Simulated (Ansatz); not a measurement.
One change: `NB(O[SiH3])O[SiH3]` becomes `NB(O)O[SiH3]`.

Ansatz, PBE0-D4/def2-TZVP geometries, multiplicity 1. Each molecule was computed in one conformer, which needn't be the lowest.

```
                                        property  `NB(O[SiH3])O[SiH3]`
         HOMO–LUMO gap (ωB97M-V/def2-TZVPP) / eV                 11.82
              LUMO energy (PBE0/def2-TZVPP) / eV                  0.03
size of the dipole moment (B3LYP/def2-TZVPP) / D                  1.68
             HOMO energy (B3LYP/def2-TZVPP) / eV                 -7.58
             HOMO–LUMO gap (PBE/def2-TZVPP) / eV                  5.58
              HOMO energy (PBE0/def2-TZVPP) / eV                 -7.83
```

(1) What does the change do to each property? (An estimate is asked.)

## Answers

(1) The calculation gave: 
```
                                        property  `NB(O)O[SiH3]`  shift
         HOMO–LUMO gap (ωB97M-V/def2-TZVPP) / eV           11.83   0.01
              LUMO energy (PBE0/def2-TZVPP) / eV            0.29   0.26
size of the dipole moment (B3LYP/def2-TZVPP) / D            2.71   1.03
             HOMO energy (B3LYP/def2-TZVPP) / eV           -7.51   0.07
             HOMO–LUMO gap (PBE/def2-TZVPP) / eV            5.74   0.16
              HOMO energy (PBE0/def2-TZVPP) / eV           -7.75   0.08
```

With PBE0 the HOMO rises by 0.08 eV and the LUMO rises by 0.26 eV, so the gap widens by about 0.18 eV. PBE moves the HOMO by 0.11 eV and ωB97M-V by 0.08 eV. The zero-point energy changes by -40.7 kJ/mol with -9 modes. Dipoles are sizes alone; their direction can turn.

B3LYP here is the variant with VWN-RPA as its local correlation; programs differ in this.

Positive LUMOs are unbound, so they and the gaps depend on the basis.
